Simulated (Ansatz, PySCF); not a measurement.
Li(Cl) cation (ClLi), SMILES [Li][Cl] (connectivity only; charge and spin as stated), charge +1, multiplicity 2. Atoms are numbered in the order given.

```xyz
2

Li     0.0000     0.0000    -2.0296
Cl     0.0000     0.0000     0.3538
```
Charge +1, spin multiplicity 2.

Geometry: PBE0-D3(BJ)/def2-TZVPD. The multiplicity is an assumed one; other spin states were not compared.

Two levels are set side by side: PBE-D3(BJ)/def2-TZVPD (Ansatz, an electronic-structure program) and PBE0-D3(BJ)/def2-TZVPD (Ansatz). Each level has its own optimised geometry; the coordinates shown are those of the second. Frequencies come from the Hessian of PySCF at each geometry. Differences are taken from unrounded values.

```
quantity                            PBE0-D3(BJ)
----------------------------------  -----------
bond Li1–Cl2 (Å)                          2.383
highest harmonic wavenumber (cm⁻¹)          319
mean harmonic wavenumber (cm⁻¹)             319
zero-point energy (kcal/mol)               0.46
```

Question: What does PBE-D3(BJ) give, and how far is it from PBE0-D3(BJ)? (The exact figures need the calculation; the answer reports its results.)

Answer: 
| quantity | PBE-D3(BJ) | PBE-D3(BJ) minus PBE0-D3(BJ) |
|---|---|---|
| bond Li1–Cl2 (Å) | 2.394 | 0.011 |
| highest harmonic wavenumber (cm⁻¹) | 316 | -3 |
| mean harmonic wavenumber (cm⁻¹) | 316 | -3 |
| zero-point energy (kcal/mol) | 0.45 | 0.00 |

Here PBE gives about what the other level gives.
